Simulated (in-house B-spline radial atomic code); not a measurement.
The numbers below are computed, except where a source is named.
# Making a Troullier-Martins p channel for In, r_c = 0.94 bohr

In, [Kr] 4d10 5s2 5p1, non-relativistic LDA (VWN5), spherical and spin-unpolarised, from an all-electron radial atomic-structure program (B-spline basis) (atomic units). The all-electron 4p level is ε = -2.795832 hartree, its outermost node lies just inside 0.43 bohr and its outer maximum at 0.83 bohr.

Inside r_c the pseudo-orbital is u(r) = r^2 exp(p(r)), with p = c0 + c2 r² + c4 r⁴ + … + c12 r¹². The seven coefficients follow from p and its first four derivatives at r_c, from zero curvature of the screened potential at the origin, c4 = −c2²/(2l + 5), and from the norm inside r_c. At r_c the all-electron orbital has P = 1.136318, P' = -0.8061163, the screened potential V = -6.086148, V' = 15.85766, V'' = -53.72792, and the norm inside is Q = 0.5435943.

(1) What are p, p' and p'' at r_c?

For a trial c2 the five matching conditions are linear in c0, c6, c8, c10 and c12, and c2 is varied until the norm inside r_c equals Q. The root nearest zero gives:

```
 n          c_n
 0    0.9919292
 2    0.3297313
 4  -0.01553182
 6    -6.338927
 8     9.663596
10    -5.902713
12     1.349148
```

(2) Check c4 and p(r_c), and find the screened pseudopotential at the origin.

Orbitals and screened potentials:

| r (bohr) | P | u | V all-electron | V pseudo |
| --- | --- | --- | --- | --- |
| 0.094 | 0.3407 | 0.0239 | -352.6 | -1.16 |
| 0.235 | -0.6277 | 0.1515 | -91.83 | -1.605 |
| 0.376 | -0.2753 | 0.3936 | -41.0 | -3.543 |
| 0.517 | 0.5024 | 0.7263 | -22.57 | -7.003 |
| 0.658 | 1.012 | 1.04 | -13.8 | -9.54 |
| 0.799 | 1.183 | 1.184 | -8.97 | -8.663 |
| 0.94 | 1.136 | 1.136 | -6.086 | -6.086 |

Logarithmic derivatives P'/P at R = 1.24 bohr, for energies E around ε:

```json
{"E − ε (hartree)": "-0.5", "all-electron": "-0.498062", "pseudo": "-0.499395"}
{"E − ε (hartree)": "-0.25", "all-electron": "-0.980957", "pseudo": "-0.981392"}
{"E − ε (hartree)": "-0.1", "all-electron": "-1.32233", "pseudo": "-1.32242"}
{"E − ε (hartree)": "0", "all-electron": "-1.57721", "pseudo": "-1.57721"}
{"E − ε (hartree)": "0.1", "all-electron": "-1.85826", "pseudo": "-1.85837"}
{"E − ε (hartree)": "0.25", "all-electron": "-2.3396", "pseudo": "-2.34042"}
{"E − ε (hartree)": "0.5", "all-electron": "-3.36", "pseudo": "-3.36483"}
```

(3) With P(R) = 0.7882669 and a norm of 0.8303276 inside R, what slope in energy does norm conservation fix?

Answers

(1) p = ln(P/r_c^2) = ln(1.136318/0.8836) = 0.25154. p' = P'/P − 2/r_c = -0.70941 − 2.12766 = -2.83707. The radial equation gives p'' = 2(V − ε) − 2(2) p'/r_c − p'² = -6.58063 − (-12.07264) − 8.04897 = -2.55696. Differentiating, p''' = 2V' + 2(2)p'/r_c² − 2(2)p''/r_c − 2p'p'' = 15.244, and p'''' = 2V'' − 4(2)p'/r_c³ + 4(2)p''/r_c² − 2(2)p'''/r_c − 2p''² − 2p'p''' = -94.727.

(2) −c2²/7 = -0.0155318, as listed. The terms c_n r_c^n are 0.99193, 0.29135, -0.01213, -4.37303, 5.89063, -3.17929, 0.64209, which sum to 0.25154. Inverting the radial equation, V_l(r) = ε + 2 p'/r + (p'' + p'²)/2, so V_l(0) = ε + (2l + 3) c2 = -2.795832 + 5 × (0.329731) = -1.1472 hartree, finite where the all-electron potential diverges.

(3) d(P'/P)/dE = −2 × (norm inside R)/P(R)² = -2.6726 per hartree·bohr at E = ε, for both atoms, since orbital and norm agree at R. Differences over ±0.1 hartree give -2.6797 (all-electron) and -2.6798 (pseudo), which also hold third-order terms. Half a hartree below ε the two curves differ by -0.0013.
